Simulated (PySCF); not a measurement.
# Radial density of Au (gold, neutral)

UHF, [Xe] 4f14 5d9 6s1 7s1, high-spin 4D determinant (an excited configuration). Computed with PySCF 2.14 in aug-cc-pVDZ-PP with ECP60MDF (5s5p4d2f, 54 functions), with scalar relativity through the core potential. This is the valence pseudo-density: the core potential removes the inner electrons and smooths the orbitals near the nucleus.

```
r (bohr)  4πr²ρ (e/bohr)  4πr²(ρα − ρβ)
  0.0735       1.288e-05         0.0000
   0.124       9.804e-05         0.0000
   0.208        0.001606         0.0001
   0.350          0.1031         0.0046
   0.588           4.649         0.1692
   0.989           16.80         0.6639
    1.66           7.065         0.8966
    2.80           1.144         0.4924
    4.71          0.1382         0.1250
    7.92          0.1850         0.1850
    13.3        0.008373         0.0084
```

Energies and moments cover only the electrons outside the core potential. Spin-orbit coupling, absent here, splits the open shell strongly. The outer electron is Rydberg-like, and this basis confines it to a smaller radius and binds it less than a complete one would.
